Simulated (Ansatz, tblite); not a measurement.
Cost and result up the ladder for N-butyl-N-methylpyrrolidinium chloride, `CCCC[N+]1(C)CCCC1.[Cl-]` (31 atoms). Total charge 0; singlet. Geometry: r2SCAN-D4/def2-SVP.

```xyz
31

C    -0.687    1.808    3.766
C    -1.215    0.998    2.589
C    -0.174    0.813    1.483
C    -0.785    0.058    0.319
N     0.180   -0.310   -0.785
C     0.846    0.921   -1.327
C    -0.588   -0.991   -1.904
C     0.484   -1.708   -2.716
C     1.643   -1.981   -1.720
C     1.194   -1.348   -0.398
H     0.193    1.325    4.224
H    -1.451    1.922    4.550
H    -0.383    2.819    3.448
H    -1.559    0.007    2.939
H    -2.102    1.494    2.157
H     0.711    0.291    1.897
H     0.160    1.810    1.149
H    -1.555    0.675   -0.204
H    -1.226   -0.895    0.653
H     0.018    1.601   -1.638
H     1.465    0.636   -2.186
H     1.480    1.350   -0.541
H    -1.262   -1.705   -1.404
H    -1.203   -0.200   -2.389
H     0.826   -1.087   -3.559
H     0.079   -2.632   -3.152
H     1.833   -3.055   -1.578
H     2.586   -1.537   -2.072
H     1.999   -0.880    0.185
H     0.668   -2.072    0.244
Cl   -2.176    1.871   -2.031
```

Ansatz on 4 threads of Intel Xeon 6975P-C on a shared host; xTB runs through tblite on one thread. Times are rough, summed over both states, and most runs start from the orbitals of an earlier one. PBE0-D4/def2-TZVP serves as the yardstick here, not as an exact answer. The other state is a doublet.

The xTB rows come from tblite.

Raw xTB energies of ions are shifted by several eV.

```tsv
level	functions	vertical IE (eV)	difference from PBE0-D4/def2-TZVP (eV)
PBE0-D4/def2-TZVP (with forces)	467	7.73	0.00
HF/def2-TZVP	467	6.48	-1.25
PBE-D4/def2-TZVP (with forces)	467	7.69	-0.04
GFN1-xTB	89	13.55	5.83
GFN2-xTB	69	12.00	4.27
```

(1) Estimate how long each takes.

## Answers

(1) GFN2-xTB 0.048 s; GFN1-xTB 0.078 s; PBE-D4/def2-TZVP (with forces) 23 s; HF/def2-TZVP 51 s; PBE0-D4/def2-TZVP (with forces) 84 s. On shared hardware such times vary by a factor of up to 3.
